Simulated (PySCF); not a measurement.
# Se (selenium, neutral): UHF calculation

Configuration: [Ar] 3d10 4s2 4p4, high-spin 3P determinant. Computed with PySCF 2.14 in x2c-QZVPPall with one added diffuse shell each of s, p, d, f type (12s9p6d5f1g, 113 functions), with scalar relativity by spin-free X2C-1e.

| Quantity | Value |
| --- | --- |
| Total energy | -2428.147866 hartree |
| One-electron energy | -3379.4584 hartree |
| Hartree (Coulomb) energy | 1038.2394 hartree |
| Exchange energy | -86.9289 hartree |
| ⟨S²⟩ | 2.0110 |
| ⟨L²⟩ | 2.044 |
| Sum of ⟨r⟩ | 25.27 bohr |
| Sum of ⟨r²⟩ | 40.77 bohr² |
| Traceless quadrupole moment −½Σ⟨3z² − r²⟩ along its main axis | -2.56 e·bohr² |
| Langevin diamagnetic susceptibility | -32.3 ×10⁻⁶ cm³/mol |

```tsv
shell	electrons	mean orbital energy (hartree)	spread (hartree)	rms radius, mean of both spins (bohr)
1s α	1	-468.09793	0	0.0508
1s β	1	-468.09061	0	0.0508
2s α	1	-62.34143	0	0.212
2s β	1	-62.33799	0	0.212
2p α	3	-54.65700	0.00616	0.189
2p β	3	-54.64892	0.00271	0.189
3s α	1	-9.22038	0	0.612
3s β	1	-9.20734	0	0.612
3p α	3	-6.73091	0.01940	0.636
3p β	3	-6.71293	0.00381	0.636
3d α	5	-2.59893	0.01833	0.696
3d β	5	-2.58990	0.00929	0.696
4s α	1	-0.95867	0	1.97
4s β	1	-0.76434	0	1.97
4p α	3	-0.42589	0.06324	2.48
4p β	1	-0.34757	0	2.48
```

Densities and radii are taken from the X2C orbitals without a picture-change correction, which distorts them close to the nucleus.

Spin-orbit constants ζ (cm⁻¹) from the X2C one-electron operator on these orbitals: bare nucleus, nucleus screened by l(l+1)(2l+1)/3 electrons, and screened by the Breit-Pauli mean field of the electrons.

```
shell    bare  screened nucleus  mean field
   2p  231600            218000         n/a
   3p   32520             30610         n/a
   3d    3885              2743         n/a
   4p    1926              1812         n/a
```

To first order the Landé constant is A = -906.1 cm⁻¹, so the lowest level has J = 2 and lies 0.112 eV below the centre of the term. This holds in LS coupling only.
